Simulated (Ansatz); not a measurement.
One geometry of BrFHOSn, SMILES `[OH][Sn]([F])[Br]` radical, several functionals.

```yaml
crystal:
  periodic: [false, false, false]
  atoms:
    - {symbol: O, position_ang: [-0.160896, 0.913162, -1.087704]}
    - {symbol: Sn, position_ang: [0.372765, -0.674702, -0.070057]}
    - {symbol: F, position_ang: [2.059185, -0.109163, 0.639360]}
    - {symbol: Br, position_ang: [-1.180067, -1.038423, 1.855720]}
    - {symbol: H, position_ang: [-1.090996, 0.909126, -1.337308]}
basis:
  gaussian: {orbitals: def2-TZVPP}
magnetization: {spin_polarized: true, initial_magnetization: 1}
hamiltonian: {xc: r2scan, dispersion: d4}
output: {forces: true, orbitals: {seedname: orbitals}}
```

```sh
$ ansatz run in.yaml --threads 2 --pin off --events-out ev --progress --plain --max-ram 22528MiB --backend cpu
```

Shortened log:

```
Functional definition: r2SCAN
1130 factors; their error is unknown
mean field evaluation 1: about -80652.9745 eV, gradient 5.3e1 eV
mean field evaluation 2: about -80551.7128 eV, gradient 1.5e2 eV
mean field evaluation 4: about -80660.7045 eV, gradient 2.2e1 eV
mean field evaluation 8: about -80662.2865 eV, gradient 2.8e-1 eV
mean field evaluation 16: about -80662.2584 eV, gradient 6.9e-4 eV
mean field -80662.25842276 eV, -2964.2833221939 hartree, gradient 5.1e-5 eV, S^2 0.755004; 0 other end points of the search recorded, 0 dependent functions left out
reference -80662.25843723 eV, -2964.2833227257 hartree; 38, 37 occupied and 136, 137 virtual orbitals, 1130 factors
Total energy: -80662.28513889 eV, -2964.2843039936 hartree
Atom 0 at    -0.160896     0.913162    -1.087704 Å, force     0.037027     0.180971    -0.056377 eV/Å
Atom 1 at     0.372765    -0.674702    -0.070057 Å, force    -0.023687    -0.231002    -0.065387 eV/Å
Atom 2 at     2.059185    -0.109163     0.639360 Å, force     0.091455     0.069018     0.046601 eV/Å
Atom 3 at    -1.180067    -1.038423     1.855720 Å, force    -0.052829     0.002071     0.082365 eV/Å
Atom 4 at    -1.090996     0.909126    -1.337308 Å, force    -0.051966    -0.021058    -0.007201 eV/Å
Dipole moment:    -0.410634    -0.311478    -0.417131 e Å
```

Run time 8 s (2 threads of an AMD EPYC 7R13 on a shared host); peak host memory 0.35 GiB.

With the line `hamiltonian: {xc: pbe0, dispersion: d4}` and no forces (abridged; 7 s):

```
Functional definition: PBE0
mean field evaluation 16: about -80649.6808 eV, gradient 2.3e-3 eV
mean field -80649.68082643 eV, -2963.8211040542 hartree, gradient 5.7e-5 eV, S^2 0.755019
Total energy: -80649.78626852 eV, -2963.8249789797 hartree
```
